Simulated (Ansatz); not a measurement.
Consider the isomerisation: `C[SiH2]BN` → `CNB[SiH3]`.

Calculated with Ansatz (gas phase, PBE0-D4/def2-TZVP geometries, no zero-point term in ΔE). CCSD(T)/CBS is the MP2 limit (def2-TZVPP, def2-QZVPP) plus CCSD(T) − MP2 in def2-TZVPP, frozen cores. Functionals use def2-TZVPP. HSE06 is defined as in plane-wave codes. Each species was taken in one conformer, which may not be the lowest.

`C[SiH2]BN`:

Cartesian coordinates in Å:
```
C -0.650 1.227 1.468
Si -0.017 0.840 -0.261
B -0.154 -1.121 -0.713
N 0.959 -1.838 -1.126
H -0.066 0.696 2.224
H -0.590 2.296 1.681
H -1.693 0.918 1.572
H 1.401 1.308 -0.377
H -0.804 1.643 -1.247
H -1.192 -1.721 -0.634
H 0.931 -2.816 -1.365
H 1.875 -1.430 -1.223
```

`CNB[SiH3]`:

```xyz
12

C    -0.171   -0.828   -1.959
N     0.026    0.003   -0.791
B    -0.122   -0.372    0.532
Si    0.205    0.956    2.012
H    -0.956   -0.426   -2.605
H    -0.464   -1.826   -1.637
H     0.747   -0.909   -2.548
H     0.299    0.950   -1.012
H    -0.448   -1.506    0.753
H    -1.009    1.153    2.855
H     1.297    0.508    2.923
H     0.596    2.297    1.477
```

```
           level  ΔE (eV)
        HSE06-D4     0.66
CCSD(T)/def2-SVP     0.47
```

What does CCSD(T)/CBS give? (Best estimate.)

The calculation gave: +0.67 eV. The listed levels differ from it by -0.01, -0.20 eV.

Largest T1 diagnostic among the species: 0.014.

Leaving LDA and LC-ωPBE aside and taking each functional with its dispersion term where it has one, the values, not all of them listed here, spread over 0.08 eV, from BLYP-D4 to r2SCAN0-D4. LDA lies −0.04 eV from PBE without D4. At CCSD(T), def2-SVP lies −0.19 eV from the extrapolated value and def2-TZVPP −0.03 eV.
